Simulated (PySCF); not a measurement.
# Peak assignment

Geometry (Å), atoms numbered from 1 in this order:
```xyz
18

O    -4.052    0.336   -0.700
C    -3.562   -0.179    0.275
N    -2.236   -0.238    0.460
Si   -1.248    0.486   -0.810
C     0.512    0.203   -0.190
C     1.083    0.891    0.817
Si    2.850    0.298    1.108
C     2.610   -0.941   -0.291
C     1.380   -0.809   -0.797
H    -4.169   -0.636    1.077
H    -1.875   -0.676    1.292
H    -1.564    1.911   -0.874
H    -1.506   -0.236   -2.053
H     0.553    1.670    1.341
H     3.859    1.318    0.825
H     3.045   -0.330    2.417
H     3.315   -1.660   -0.673
H     0.996   -1.402   -1.616
```

Gas phase, one computed conformer, averaged over atoms made equivalent by symmetry, fast rotation or ring inversion, non-relativistic. PBE0/pcSseg-1 with gauge-including orbitals; GFN2-xTB structure; PySCF.

References, each an isolated molecule treated in the same way: TMS for ¹³C (186.93 ppm) and ¹H (31.72 ppm).

Task: Assign these signals to the numbered atoms. ¹³C{¹H} NMR (computed): δ 168.2 (CH), 167.9 (C), 160.0 (CH), 152.7 (CH), 134.4 (CH).

Result: 
| δ (ppm) | atoms | environment | reason |
| --- | --- | --- | --- |
| 168.2 | C2 | amide carbonyl carbon | lone-pair donation from the attached heteroatom keeps it upfield of a ketone carbonyl |
| 167.9 | C5 | fully substituted alkene carbon | – |
| 160.0 | C9 | alkene CH | the olefinic region |
| 152.7 | C6 | alkene CH | – |
| 134.4 | C8 | alkene CH | – |

C2 and C5 lie closer than the usual error of such a calculation, so a measured spectrum could show them in the other order.

Task: Assign these signals to the numbered atoms. ¹H NMR (400 MHz, computed): δ 8.45 (s, 1H), 7.54 (d, 1H), 6.97 (t, 1H), 6.32 (m, 1H), 5.25 (s, 2H), 4.66 (m, 2H), 4.16 (br s, 1H).

Result: 
8.45 → H10, hydrogen on an amide carbonyl carbon
7.54 → H18, hydrogen on an alkene CH: olefinic region
6.97 → H14, hydrogen on an alkene CH
6.32 → H17, hydrogen on an alkene CH
5.25 → H12/H13, hydrogen on a silicon bonded to C, N
4.66 → H15/H16, hydrogen on a silicon bonded to 2 C, in a 5-membered ring
4.16 → H11, hydrogen on an amide-type nitrogen: labile proton, position sensitive to the medium

The OH or NH signal is concentration- and solvent-dependent in practice; the value given is the gas-phase one. Shifts are as computed. Against solution values, carbons near 30 ppm lie about +3 ppm off and those near 130 ppm about +5 ppm. Of 1211 compounds with measured shifts, 218 miss one by over three times the rms of a fit or turn the order of signals round; such compounds aren't used in these exercises. Hydrogen bonding in solution deshields acid and N–H amide carbonyl carbons by as much as 10 ppm beyond these values. Multiplicities follow the n + 1 count of equivalent neighbours, as no J values were calculated; m marks all less simple cases, F and P coupling included.
